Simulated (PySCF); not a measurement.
Geometry (Å), atoms numbered from 1 in this order:
```xyz
14

O     0.9825    1.3747    0.2288
C     1.8065    0.7098   -0.3727
C     1.6819   -0.7139   -0.5310
C     0.5882   -1.2568    0.0258
F     0.3968   -2.5719   -0.0504
Si   -0.7353   -0.2473    0.9682
C    -1.7837    0.8130   -0.2419
F    -2.3052    0.0056   -1.2342
H     2.6886    1.1908   -0.8200
H     2.4332   -1.2759   -1.0630
H    -0.2359    0.4435    2.1474
H    -1.6466   -1.3302    1.3870
H    -2.6384    1.2501    0.2772
H    -1.2332    1.6081   -0.7434
```

PySCF 2.14 calculation with GFN2-xTB structure and σ from GIAO-PBE0/pcSseg-1; in vacuum, non-relativistic Hamiltonian, equivalent nuclei averaged, one conformer.

Task: List the cross peaks expected in HSQC, COSY and HMBC spectra.

Result: 

HSQC (one-bond C–H):
```
            δH          δC
     9.74 (H9)  198.5 (C2)
    6.70 (H10)  124.7 (C3)
5.17 (H13/H14)   78.6 (C7)
```

COSY cross peaks (H two or three bonds apart, from the bond graph; peaks can be absent where the dihedral angle is near 90°):
```
            δH              δH
     9.74 (H9)      6.70 (H10)
5.17 (H13/H14)  4.65 (H11/H12)
```

HMBC (two and three bonds, from the bond graph):
```
            δH                                 δC
     9.74 (H9)             211.8 (C4), 124.7 (C3)
    6.70 (H10)             211.8 (C4), 198.5 (C2)
5.17 (H13/H14)                         211.8 (C4)
4.65 (H11/H12)  211.8 (C4), 124.7 (C3), 78.6 (C7)
```

References, each an isolated molecule treated in the same way: ¹H, ¹³C vs TMS.

Shifts are as computed. Against solution values, carbons near 30 ppm lie about +3 ppm off and those near 130 ppm about +5 ppm. Of 1309 compounds with measured shifts, 239 miss one by over three times the rms of a fit or turn the order of signals round; such compounds aren't used in these exercises.
